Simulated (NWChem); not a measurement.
System: ethylene glycol (C2H6O2); SMILES OCCO

```xyz
10

O     -0.5831    -1.3076    -0.1812
C      0.5992    -0.6760     0.2547
C      0.5553     0.7329    -0.2941
O     -0.5948     1.3990     0.1348
H     -0.7096    -2.1191     0.3178
H      0.6451    -0.6296     1.3599
H      1.5076    -1.1991    -0.1046
H      1.4342     1.2977     0.0561
H      0.6160     0.6830    -1.4015
H     -1.3174     0.7746    -0.0138
```
Atoms are numbered in this order, from 1.

Structure relaxed at the PBE0/def2-SVP level.

Give the principal values of the shielding tensors (ppm) of O1, C2, C3, O4 from PBE/pcSseg-1, GIAO (NWChem), with their diamagnetic and paramagnetic parts as GIAO splits them.


```csv
atom,σ11,σ22,σ33,isotropic,diamagnetic,paramagnetic
O1,252.0,301.2,369.0,307.4,389.2,-81.8
C2,91.0,101.4,139.7,110.7,246.8,-136.1
C3,93.5,100.1,147.0,113.5,244.3,-130.8
O4,265.3,314.7,332.1,304.0,390.0,-85.9
```
